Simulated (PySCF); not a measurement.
## Which element holds H most strongly?

PBE0 in PySCF with def2-SVPD on every atom (core potentials on Sn, Sb), for the lowest determinant that a PBE0 search found; no spin–orbit coupling. D0 is De less the harmonic zero-point energy.

| M | state (unpaired electrons) | Re (Å) | ωe (cm⁻¹) | D0(MH) (eV) |
| --- | --- | --- | --- | --- |
| B | singlet (closed shell) | 1.249 | 2355 | 3.34 |
| Sn | doublet (π ↑) | 1.786 | 1705 | 2.46 |
| Zn | doublet (σ ↑) | 1.603 | 1594 | 1.17 |
| Ga | singlet (closed shell) | 1.682 | 1604 | 2.76 |
| Si | doublet (π ↑) | 1.539 | 2027 | 2.95 |
| Ge | doublet (π ↑) | 1.603 | 1911 | 2.75 |
| Sb | triplet (π ↑↑) | 1.724 | 1930 | 2.42 |

Problem. Order the elements by D0 and give the energy of GaH + Si → SiH + Ga.

Solution. B > Si > Ga > Ge > Sn > Sb > Zn; ΔE = 2.76 − 2.95 = -0.19 eV at PBE0/def2-SVPD. Close neighbours can swap at other levels.

Spin–orbit coupling is left out, which matters for elements this heavy, above all for dissociation energies. States were picked by a PBE0 search and need not be the measured ground states.
